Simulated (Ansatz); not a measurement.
Geometry optimisation, RKS B3LYP-D4/def2-SVP (Ansatz 0.2.0).

input.yaml

```yaml
crystal:
  periodic: [false, false, false]
  atoms:
    - { symbol: Ge, position_ang: [-0.942894, 0.081773, 0.167011] }
    - { symbol: H, position_ang: [1.392726, -0.156591, 1.597328] }
    - { symbol: C, position_ang: [2.149953, -0.040176, 0.799587] }
    - { symbol: H, position_ang: [2.581329, -1.023134, 0.567968] }
    - { symbol: H, position_ang: [1.717945, 0.388016, -0.120344] }
    - { symbol: H, position_ang: [2.928746, 0.64455, 1.163311] }
    - { symbol: H, position_ang: [-0.528179, 1.193263, -0.912509] }
    - { symbol: H, position_ang: [-0.509426, -1.0877, -0.838553] }
basis:
  gaussian: { orbitals: def2-SVP }
hamiltonian:
  xc: b3lyp
  dispersion: d4
relax:
  f_tol: 0.03
  max_steps: 50
```

Run as:

```bash
$ ansatz run input.yaml --threads 1 --pin off --max-ram 2048MiB --backend cpu --events-out ev --progress --plain --runs-dir out
```

Task: Where does it end, and by what steps?

Result: It converged. The force dipped under the threshold on the way, but the program's further checks kept it going. After 14 steps the energy has fallen by 0.013 eV; H2 moved furthest, 0.38 Å.

| step | energy less start (eV) | largest force component (eV/Å) | accepted |
| --- | --- | --- | --- |
| 0 | 0.0000 | 0.105 | yes |
| 1 | 0.0018 | 0.139 | no |
| 2 | -0.0049 | 0.035 | yes |
| 3 | -0.0059 | 0.117 | yes |
| 4 | -0.0075 | 0.105 | yes |
| 5 | -0.0075 | 0.175 | no |
| 6 | -0.0088 | 0.057 | yes |
| 7 | -0.0111 | 0.057 | yes |
| 8 | -0.0124 | 0.008 | yes |
| 9 | -0.0122 | 0.102 | no |
| 10 | -0.0129 | 0.015 | yes |
| 11 | -0.0127 | 0.064 | no |
| 12 | -0.0131 | 0.025 | yes |
| 13 | -0.0129 | 0.037 | no |
| 14 | -0.0132 | 0.014 | yes |

```xyz
8
Properties=species:S:1:pos:R:3
Ge -0.891 0.026 0.299
H 1.182 -0.097 1.283
C 2.133 -0.042 0.708
H 2.610 -1.031 0.755
H 1.962 0.241 -0.338
H 2.758 0.715 1.201
H -0.492 1.235 -0.672
H -0.472 -1.047 -0.813
```

Whether the end is a true minimum wasn't checked by a vibrational analysis.

Time of the run: 32 s on 1 thread of Arm Neoverse V2 (shared host), peak memory 0.14 GiB.
